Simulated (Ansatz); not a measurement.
C2H6O2Si can be A, `O=CC[SiH2]O`, or B, `COC1O[SiH2]1`.

Calculated with Ansatz (gas phase, PBE0-D4/def2-TZVP geometries, no zero-point term in ΔE). CBS: MP2 limit from def2 TZ/QZ plus the TZ coupled-cluster correction, frozen cores. Functionals use def2-TZVPP. B3LYP here is the variant with VWN-RPA as its local correlation; programs differ in this. Each species was taken in one conformer, which may not be the lowest.

A:

Z-matrix (Å, degrees):
```
C
C 1 1.483
Si 1 1.900 2 107.5
H 1 1.094 2 109.7 3 113.5
H 1 1.091 2 112.5 3 -123.6
O 2 1.209 1 123.5 3 -66.2
H 2 1.109 1 116.6 3 110.8
O 3 1.637 1 107.4 2 55.9
H 3 1.482 1 109.8 2 174.5
H 3 1.488 1 108.7 2 -65.9
H 8 0.965 3 114.0 1 -27.4
```

B:

Z-matrix (Å, degrees):
```
C
O 1 1.416
H 1 1.097 2 110.7
H 1 1.094 2 111.0 3 121.4
H 1 1.089 2 107.0 3 -119.0
C 2 1.366 1 112.9 3 -57.7
Si 6 1.813 2 120.6 1 -141.4
O 6 1.470 2 114.6 1 -73.1
H 6 1.094 2 113.5 1 54.5
H 7 1.478 6 121.2 2 1.6
H 7 1.480 6 123.0 2 -158.8
```

Which isomer does CCSD(T)/CBS put lower? Give the gap. (An estimate is asked.)

Computed: A, by 53.3 kcal/mol.

Give E(B) − E(A) in kcal/mol with CCSD(T)/def2-TZVPP, r2SCAN-D4, ωB97M-V, B3LYP-D4, B3LYP, PBE0-D4, B2PLYP. (Best estimate.)

The calculation gave: CCSD(T)/def2-TZVPP 53.2, r2SCAN-D4 51.7, ωB97M-V 52.6, B3LYP-D4 53.2, B3LYP 52.5, PBE0-D4 50.9, B2PLYP 53.5. None reverses the order clearly.

Largest T1 diagnostic: 0.014.

In def2-TZVPP, CCSD(T) changes the Hartree–Fock value by −5.6 kcal/mol (the triples alone add −0.6 kcal/mol) and MP2 by −4.6 kcal/mol. From PBE to PBE0 (25 % exact exchange), in def2-TZVPP and without D4, E(B) − E(A) moves by +1.7 kcal/mol.
